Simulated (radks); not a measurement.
Valence configurations of Sr (all share [Kr]). Calculated with a radial shooting solver on a logarithmic mesh with Libxc functionals: scalar-relativistic Kohn-Sham, PBE, spin-polarised, spherical densities, point nucleus; open shells are filled with parallel spins first (spin-orbit coupling, left out, can overturn this in heavy ions). Energies are relative to 5s2; eigenvalues in eV for spin up.

valence      E (eV)  moment (Bohr magnetons)   e(4d)   e(5p)   e(5s)
5s2           0.000                        0       -       -  -3.526
5s1.5 5p0.5   1.004                        1       -  -1.768  -4.077
4d0.5 5s1.5   1.032                        1  -1.204       -  -3.579
5s1 5p1       1.824                        2       -  -2.096  -4.510
4d1 5s1       1.870                        2  -1.143       -  -3.606
4d1 5p1       4.075                        2  -1.811  -1.898       -
5p2           4.243                        2       -  -2.552       -
4d2           4.329                        2  -1.023       -       -

NIST lists [Kr] 5s2 as the ground configuration; this level of theory agrees among the configurations tried. The energies are those of spherical high-spin densities, not of single terms.
